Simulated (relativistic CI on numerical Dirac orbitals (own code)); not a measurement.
Computed by Dirac-Coulomb-Breit CI, separate exchange-only KLI orbitals for each configuration, model QED, unscaled Slater integrals (own radial code, finite nucleus).

The strongest absorption lines from the ground level of an ion, among the configurations computed and to levels below about 5380 eV (vacuum wavelength in nm, gf): 0.25609 (0.44), 0.25670 (0.32), 0.26104 (0.52), 0.26116 (0.92), 0.26175 (1), 0.26200 (2.4), 0.27757 (2.1), 2.2749 (0.33).

Problem. Which ion is it?
A. Cd XLII
B. Te XLIV
C. Te XLVI
D. Te XLVIII

Solution. C. Te XLVI has 7 electrons and the ground level 2s²2p³ ²P°3/2; the strongest line goes to 2s²2p²3d ²F5/2. The pattern of lines fixes the number of electrons, and along that sequence the line energies rise steadily with the charge (about as its square where n changes within one kind of shell, about linearly where n is kept but much faster in heavy ions where fine structure, which grows about as Z⁴, sets the gap, and irregularly where shells cross), which fixes Z. Configurations outside the model, such as inner-shell arrays, can give stronger lines. At this charge energies of transitions that change n are usually good to better than 1 %, and those within a shell (Δn = 0) to a few per cent.

LS names give the leading component of a level, which can be under half, so a name can repeat, a term be missing and a line seem to break the LS rules.
